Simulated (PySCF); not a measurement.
Computed shifts of a molecule C3H6BFO2, B3LYP/pcSseg-1 (PySCF), GIAO, gas phase, equivalent atoms averaged, in ppm (number of nuclei): ¹³C: 78.7 (1), 14.5 (1), 9.0 (1). ¹⁹F: -237.2 (1). ¹H: 4.75 (1), 4.20 (1), 4.07 (1), 1.82 (1), 0.95 (1), -0.08 (1). References: ¹⁷O against H2O (σ = 333.8 ppm); ¹¹B against BF3 (σ = 86.3 ppm); ¹³C against TMS (σ = 181.3 ppm); ¹⁹F against CFCl3 (σ = 161.7 ppm); ¹H against TMS (σ = 31.68 ppm), references at their B3LYP-D3(BJ)/def2-TZVP geometries, non-relativistic. Geometry: B3LYP-D3(BJ)/def2-SVP. Other conformers were not sampled.

Task: Which structure fits?
A. C=C[C@@H](F)B(O)O
B. OB(O)[C@@H]1C[C@@H]1F
C. O=CB(CO)CF
D. C[C@H]1OB(O)[C@@H]1F

Result: B, OB(O)[C@@H]1C[C@@H]1F
